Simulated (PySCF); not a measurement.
Compound: C5H6BF3O2.
Atom-mapped SMILES: `[F:1][C:2]([F:3])=[C:4]([F:5])[C@H:6]1[CH2:7][CH2:8][O:9][BH:10][O:11]1`

Definitions: NICS(0) = −σiso at the ring centroid; NICS(1) = −σiso and NICS(1)zz = −σzz at ±1 Å along the ring normal z. Level: GIAO CAM-B3LYP/pcSseg-2 (PySCF, non-relativistic, gas phase) on the PBE0-D3(BJ)/def2-SVP geometry, one conformer.

Ring bond lengths (Å): C6–C7 1.525, C7–C8 1.515, C8–O9 1.412, O9–B10 1.356, B10–O11 1.363, O11–C6 1.414.

What do the NICS probes read (ppm)?

```json
{"ring": "C6–C7–C8–O9–B10–O11", "type": "6-membered ring with B and 2 O; formal bonds all single", "NICS(0)": "-1.0", "NICS(1), two faces": "0.0 / -1.9", "NICS(1)zz, two faces": "1.7 / 1.3", "rms pucker (Å)": "0.19", "centre to ring atoms, mean (Å)": "1.40"}
```

What do they say, and how far can they be read as aromaticity?

- C6–C7–C8–O9–B10–O11: mean NICS(1)zz 1.5 ppm, near zero. C6, C7, C8 have four or more neighbours, and the NICS criterion for π rings isn't applied.

What is the mean of the two in-plane components of NICS at the first NICS(1) probe listed for ring C6–C7–C8–O9–B10–O11, 1 Å off the ring?

The isotropic value is a third of the trace: (3 × 0.0 − (1.7))/2 = -0.8 ppm.

List the ring angles.

- C6–C7–C8–O9–B10–O11: C6 110.6°, C7 109.9°, C8 111.2°, O9 120.1°, B10 122.9°, O11 121.0°; sum 695.8° against 720° for a flat convex ring.

How do the values depend on the level or the medium?

```csv
level,"NICS(0), C6–C7–C8–O9–B10–O11","mean NICS(1)zz, C6–C7–C8–O9–B10–O11"
"CAM-B3LYP/pcSseg-2, gas",-1.0,1.5
"PBE0/pcSseg-1, gas",-1.6,1.1
```

The geometry is the same throughout.
